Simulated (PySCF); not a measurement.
NMR data simulated for an unnamed compound:

1H NMR (300 MHz, computed): δ 4.31 (q, 2H), 1.39 (t, 3H).

13C{1H} NMR (computed): δ 64.5 (CH2), 19.7 (CH3).

Computational details: coordinates at the GFN2-xTB level, NMR shieldings at PBE0/pcSseg-1/GIAO, in PySCF (one averaged value for each set of equivalent atoms, no solvent, one computed conformer, no relativistic terms).

Scale: 1H and 13C against TMS (reference shieldings calculated alike).

Problem. Which of these does the molecule contain: a C≡C triple bond, a nitrile, a CH3CH2 unit, a heteroaromatic ring?

Solution. 
- A C≡C triple bond: no.
- A nitrile: no.
- A CH3CH2 unit: yes (δC 19.7, 64.5; δH 1.39 (t), 4.31 (q)).
- A heteroaromatic ring: no.

The data belong to SMILES [Si](OCC)(F)(F)F, C₂H₅F₃OSi; they needn't prove each group on their own.

Carbon signals by region: 1 at 50–100 ppm, 1 below 50 ppm.

Splittings by 19F in the carbon and heteronuclear signals aren't shown, as no couplings were computed. Shifts are as computed. Against solution values, carbons near 30 ppm lie about +3 ppm off and those near 130 ppm about +5 ppm. Of 1309 compounds with measured shifts, 239 miss one by over three times the rms of a fit or turn the order of signals round; such compounds aren't used in these exercises. No couplings were computed; multiplicities are counted from neighbouring protons, with m where these are inequivalent, close in shift, in a saturated or five-membered ring or joined by F or P, and br s for small geminal =CH2 splittings.
